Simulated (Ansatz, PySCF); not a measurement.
C2Hf, SMILES [C]1[Hf][C]1 (connectivity only; charge and spin as stated), neutral, multiplicity 3. Atoms are numbered in the order given.

```xyz
3

Hf     0.0000     0.0000     0.2646
C      0.0000    -0.6337    -1.7297
C      0.0000     0.6337    -1.7297
```
Charge 0, spin multiplicity 3.

The structure is a stationary point at PBE0-D3(BJ)/def2-TZVP. The multiplicity is an assumed one; other spin states were not compared. The def2 effective core potentials stand for the cores of Hf; spin–orbit coupling is left out.

Two levels are set side by side: PBE-D3(BJ)/def2-TZVP (Ansatz, an electronic-structure program) and PBE0-D3(BJ)/def2-TZVP (Ansatz). Each level has its own optimised geometry; the coordinates shown are those of the second. Frequencies come from the Hessian of PySCF at each geometry. Differences are taken from unrounded values.

| quantity | PBE0-D3(BJ) | PBE-D3(BJ) | PBE-D3(BJ) minus PBE0-D3(BJ) |
|---|---|---|---|
| mean bond length (Å) | 1.818 | 1.825 | 0.007 |
| bond Hf1–C2 (Å) | 2.093 | 2.096 | 0.004 |
| bond Hf1–C3 (Å) | 2.093 | 2.096 | 0.004 |
| bond C2–C3 (Å) | 1.267 | 1.281 | 0.014 |
| highest harmonic wavenumber (cm⁻¹) | 1812 | 1719 | -92 |
| mean harmonic wavenumber (cm⁻¹) | 903 | 867 | -36 |
| zero-point energy (kcal/mol) | 3.87 | 3.72 | -0.15 |

GGA bonds tend to be longer and softer than those of functionals with exact exchange. Differences between two approximate levels are no errors against the true value.
